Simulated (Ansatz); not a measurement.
Consider the ligand exchange at a B–N bond: `CNB[SiH2]O` + CH₃SH → `CSB[SiH2]O` + CH₃NH₂.

Calculated with Ansatz (gas phase, PBE0-D4/def2-TZVP geometries, no zero-point term in ΔE). CCSD(T)/CBS is the MP2 limit (def2-TZVPP, def2-QZVPP) plus CCSD(T) − MP2 in def2-TZVPP, frozen cores. This one scheme is used for every species. DFT in def2-TZVPP. B3LYP here is the variant with VWN-RPA as its local correlation; programs differ in this. One conformer a species, not always the lowest.

`CNB[SiH2]O`:

Z-matrix (Å, degrees):
```
C
N 1 1.447
H 1 1.094 2 111.3
H 1 1.089 2 109.0 3 119.7
H 1 1.094 2 111.4 3 -120.7
B 2 1.384 1 127.2 3 -120.1
H 2 1.010 1 113.3 3 59.7
Si 6 2.016 2 120.6 1 -178.9
H 6 1.204 2 117.0 1 0.7
O 8 1.662 6 112.9 2 -128.5
H 8 1.498 6 110.1 2 107.9
H 8 1.492 6 112.0 2 -10.6
H 10 0.958 8 116.3 6 -47.7
```

CH₃SH:

Cartesian coordinates in Å:
```
C 0.021 0.462 0.166
S 0.575 -1.250 0.008
H 0.042 0.979 -0.792
H 0.727 0.949 0.839
H -0.974 0.521 0.606
H -0.390 -1.660 -0.828
```

`CSB[SiH2]O`:

Z-matrix (Å, degrees):
```
C
S 1 1.810
H 1 1.090 2 109.1
H 1 1.090 2 108.8 3 -118.9
H 1 1.088 2 109.7 3 120.6
B 2 1.748 1 107.4 3 -117.3
Si 6 2.008 2 117.6 1 178.1
H 6 1.197 2 119.6 1 -0.8
O 7 1.656 6 114.1 2 2.4
H 7 1.487 6 111.0 2 121.3
H 7 1.496 6 108.0 2 -121.2
H 9 0.958 7 116.9 6 -43.8
```

CH₃NH₂:

Z-matrix (Å, degrees):
```
C
N 1 1.453
H 1 1.092 2 109.4
H 1 1.100 2 115.4 3 -121.6
H 1 1.092 2 109.4 3 116.8
H 2 1.012 1 110.6 3 62.6
H 2 1.012 1 110.6 3 -179.3
```

```csv
level,ΔE (kJ/mol),difference from CCSD(T)/CBS
PBE-D4,35.7,-4.5
BLYP-D4,41.6,1.4
r2SCAN-D4,35.6,-4.6
B97M-V,34.5,-5.7
B3LYP-D4,43.0,2.8
CAM-B3LYP-D4,48.7,8.5
ωB97X-V,42.9,2.7
PBE-QIDH,39.0,-1.2
BLYP,45.7,5.5
PBE0,39.1,-1.1
B3LYP,46.5,6.3
r2SCAN0,38.0,-2.2
HF/def2-SVP,57.2,17.0
CCSD/def2-SVP,55.3,15.1
HF/def2-TZVPP,49.7,9.5
MP2/def2-QZVPP,38.7,-1.5
CCSD(T)/CBS,40.2,0
```

Largest T1 diagnostic among the species: 0.014.

The D4 term adds −3.5 kJ/mol with B3LYP and −1.8 kJ/mol with PBE0; it sums over pairs of atoms, weighted by their polarisabilities, and B3LYP, whose exchange is more repulsive, gets the larger term. Leaving LDA and LC-ωPBE aside and taking each functional with its dispersion term where it has one, the values, not all of them listed here, spread over 15.2 kJ/mol, from revPBE-D4 to CAM-B3LYP-D4. LDA lies +5.7 kJ/mol from PBE without D4.

CCSD(T)/CBS has its own doubt, a few kJ/mol and more with outer-core shells, so smaller differences from it don't rank the levels.
